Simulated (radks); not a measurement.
The numbers below are computed, except where a source is named.
Species: Ba3+. Configuration: [Kr] 4d10 5s2 5p5 (the NIST ground configuration).

Level of theory: Dirac Kohn-Sham, BP86, spin-unpolarised, spherical densities, point nucleus; open shells fill j = l - 1/2 first (a radial shooting solver on a logarithmic mesh with Libxc functionals).

Energy parts (hartree):
| part | energy |
|---|---|
| total | -8138.7632 |
| kinetic | 8688.9996 |
| electron-nucleus | -19743.2884 |
| Hartree | 3114.3277 |
| exchange-correlation | -198.8021 |

Orbitals (lengths in bohr, moments of r in powers of bohr; r(max) is where P^2 peaks):
\begin{tabular}{lrrrrrr}
orbital & occ. & eigenvalue (hartree) & <r> & r(max) & <r^2> & <r^4> \\ \hline
1s1/2 & 2 & -1369.360 & 0.02558 & 0.01642 & 0.0008882 & 2.073e-06 \\
2s1/2 & 2 & -217.1544 & 0.1093 & 0.09301 & 0.01415 & 0.0003457 \\
2p1/2 & 2 & -204.6078 & 0.09192 & 0.07106 & 0.01041 & 0.0002188 \\
2p3/2 & 4 & -190.5727 & 0.09792 & 0.07613 & 0.01168 & 0.0002685 \\
3s1/2 & 2 & -46.58969 & 0.2916 & 0.2665 & 0.09730 & 0.01438 \\
3p1/2 & 2 & -41.32435 & 0.2815 & 0.2531 & 0.09211 & 0.01351 \\
3p3/2 & 4 & -38.61167 & 0.2934 & 0.2642 & 0.09984 & 0.01579 \\
3d3/2 & 4 & -29.37453 & 0.2644 & 0.2133 & 0.08260 & 0.01238 \\
3d5/2 & 6 & -28.79636 & 0.2681 & 0.2164 & 0.08481 & 0.01299 \\
4s1/2 & 2 & -9.89516 & 0.6736 & 0.6251 & 0.5122 & 0.3827 \\
4p1/2 & 2 & -7.98089 & 0.6965 & 0.6372 & 0.5520 & 0.4576 \\
4p3/2 & 4 & -7.41452 & 0.7237 & 0.6613 & 0.5956 & 0.5328 \\
4d3/2 & 4 & -4.28773 & 0.7933 & 0.6905 & 0.7310 & 0.8770 \\
4d5/2 & 6 & -4.19132 & 0.8032 & 0.6985 & 0.7492 & 0.9214 \\
5s1/2 & 2 & -2.12549 & 1.603 & 1.458 & 2.879 & 11.99 \\
5p1/2 & 2 & -1.60902 & 1.784 & 1.598 & 3.580 & 18.94 \\
5p3/2 & 3 & -1.52424 & 1.853 & 1.661 & 3.858 & 21.95 \\
\end{tabular}

The highest occupied level is 5p3/2 at -41.477 eV. The density falls to 0.001 e/bohr^3 at r = 3.54 bohr. For comparison, the ionisation energy in NIST's Atomic Spectra Database is 47.0 eV (semi-empirical). In exact Kohn-Sham theory the highest level is minus the ionisation energy, but local and semilocal functionals leave it too shallow, through self-interaction and a potential that decays too fast; potentials with the right tail come closer.

Beside tabulated values, note that spin-unpolarised runs miss the spin-polarisation part of the exchange energy of open shells.
